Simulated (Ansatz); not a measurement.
H3B, charge +1, doublet, at a GFN2-xTB geometry (a state made from the parent by changing its charge; the spin is typed, not shown lowest). Base run: B3LYP/6-31G** run with Ansatz (a program for electronic structure).

Here is a job for Ansatz.
Ansatz 0.2 input:
```yaml
crystal:
  periodic: [false, false, false]
  atoms:
    - {symbol: B, position_ang: [0.03835502, 0.03398175, -0.03634696]}
    - {symbol: H, position_ang: [-1.14157844, -0.19839382, -0.05654116]}
    - {symbol: H, position_ang: [0.19951765, -0.63625243, 0.94928073]}
    - {symbol: H, position_ang: [0.75028569, 0.66473750, -0.71100478]}
basis:
  gaussian:
    orbitals: 6-31G__.json
hamiltonian:
  xc: b3lyp
total_charge: 1
magnetization: {spin_polarized: true, initial_magnetization: 1}
```
The basis file holds 6-31G** in the JSON format of the Basis Set Exchange.

Each row names what was changed in the base input (with any setting that the change needs).

| change | E (Eh) | SCF-reference <S^2> |
|---|---|---|
| base | -26.16278 | 0.754 |
| functional = revpbe | -26.14858 | 0.753 |
| functional = wB97X-V | -26.14350 | 0.754 |
| functional = BHLYP | -26.14207 | 0.756 |
| functional = b3lyp5 | -26.13791 | 0.754 |
| functional = PBE-QIDH | -26.09666 | 0.759 |
| functional = PBE0-DH | -26.10889 | 0.757 |
| functional = pbe0; dispersion = d3bjatm | -26.10980 | 0.755 |
| functional = B2GP-PLYP | -26.10766 | 0.758 |
| functional = SVWN5 | -25.81729 | 0.752 |
| functional = wB97X | -26.14325 | 0.754 |
| functional = r2scan | -26.12979 | 0.756 |
| functional = pbe0 | -26.10913 | 0.755 |

Absolute energies of different levels of theory aren't comparable as measures of quality.
